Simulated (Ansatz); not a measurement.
Li₂₀H₂₀⁺ (started as a model of: 2x4x5 LiH rock-salt block). Charge 1, multiplicity 2. Geometry PBE-D4/def2-SVP, that of the neutral singlet; atoms count from 1.

```
atom   x (Å)   y (Å)   z (Å)
 Li1  -4.154  -2.158   0.038
  H2  -3.040  -1.501  -1.256
 Li3  -1.806  -0.582  -2.343
  H4  -0.582   0.165  -3.565
 Li5   0.674   1.116  -4.496
  H6  -2.912  -2.540   1.327
 Li7  -1.634  -1.658   0.122
  H8  -0.420  -0.825  -1.043
 Li9   0.820   0.005  -2.183
 H10   2.111   0.865  -3.390
Li11  -1.556  -2.604   2.633
 H12  -0.304  -1.784   1.468
Li13   0.943  -0.955   0.315
 H14   2.166  -0.110  -0.852
Li15   3.393   0.750  -2.015
 H16  -0.210  -2.756   3.929
Li17   1.041  -1.933   2.801
 H18   2.342  -1.145   1.667
Li19   3.518  -0.255   0.475
 H20   4.717   0.583  -0.698
 H21  -4.717  -0.582   0.698
Li22  -3.517   0.255  -0.476
 H23  -2.342   1.144  -1.668
Li24  -1.042   1.933  -2.800
 H25   0.209   2.757  -3.927
Li26  -3.393  -0.749   2.015
 H27  -2.165   0.109   0.851
Li28  -0.942   0.953  -0.315
 H29   0.304   1.783  -1.468
Li30   1.555   2.605  -2.632
 H31  -2.110  -0.863   3.390
Li32  -0.819  -0.006   2.182
 H33   0.421   0.824   1.043
Li34   1.634   1.657  -0.122
 H35   2.912   2.541  -1.326
Li36  -0.674  -1.114   4.496
 H37   0.582  -0.165   3.564
Li38   1.806   0.581   2.342
 H39   3.040   1.500   1.256
Li40   4.154   2.158  -0.037
```

Question: Estimate the Mulliken populations of the heavy atoms from the PBE0/def2-TZVP orbitals of Ansatz.

Answer: 
```csv
atom,charge (e),spin (α − β)
Li1,0.65,0.00
Li3,0.78,0.00
Li5,0.65,0.00
Li7,0.43,0.01
Li9,0.43,0.01
Li11,0.62,-0.02
Li13,0.44,-0.03
Li15,0.62,-0.02
Li17,0.60,0.00
Li19,0.60,0.00
Li22,0.60,0.00
Li24,0.60,0.00
Li26,0.62,-0.02
Li28,0.44,-0.03
Li30,0.62,-0.02
Li32,0.43,0.01
Li34,0.43,0.01
Li36,0.65,0.00
Li38,0.78,0.00
Li40,0.65,0.00
```
Mulliken values depend strongly on the basis.

Question: Where does the spin sit?

Answer: Summed by element: Li -0.13, H 1.13, of 1 unpaired in all. Largest on single atoms: H16 0.12, H20 0.12, H21 0.12.
